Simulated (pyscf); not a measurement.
•H₂Si–CH₂–Cl -> •H₂C–SiH₂–Cl, a group migration (doublet surface; C–Cl broken, Cl–Si formed). Single points on ωB97X-D3(BJ)/def2-SVP structures (PySCF, gas phase). MP2 and CC: frozen core, UHF for open shells. ΔMP2 is the change of the MP2 total energy from the triple- to the quadruple-zeta basis. Energies in kJ/mol from the reactant's lowest minimum found.

Small-basis levels: PySCF, no dispersion term, spherical d functions. Open shells are spin-unrestricted. 

| level | barrier | reaction energy |
|---|---|---|
| HF/3-21G | 82.8 | -111.5 |
| HF/6-31G* | 124.8 | -153.8 |
| SVWN5/6-31G* | [?] | -82.1 |
| B3LYP/6-31G* | 72.4 | -114.8 |
| M06-2X/6-31G* | 97.7 | -107.4 |
| PBE/def2-SVP | 69.1 | -101.4 |
| B3LYP/def2-SVP | [?] | -117.9 |
| CCSD(T)/def2-TZVPP + ΔMP2(QZVPP) | [?] | -127.8 |

Question: What belongs in the gaps?

Answer: 
- SVWN5/6-31G*, barrier: 71.1
- B3LYP/def2-SVP, barrier: 74.3
- CCSD(T)/def2-TZVPP + ΔMP2(QZVPP), barrier: 87.9

Against the last row the barrier runs from -18.7 (PBE/def2-SVP) to +36.9 kJ/mol (HF/6-31G*). CCSD(T)/def2-TZVPP + ΔMP2(QZVPP) has limits of its own. •H₂Si–CH₂–Cl lies 178.0 kJ/mol over its isomer H₃C–SiH•–Cl (electronic energy, ωB97M-D3(BJ)). •H₂C–SiH₂–Cl lies 46.5 kJ/mol over its isomer H₃C–SiH•–Cl (electronic energy, ωB97M-D3(BJ)). One saddle was located; it need not be the lowest between these sides. The CCSD(T) − MP2 part came from Ansatz, without density fitting, on the same reference.
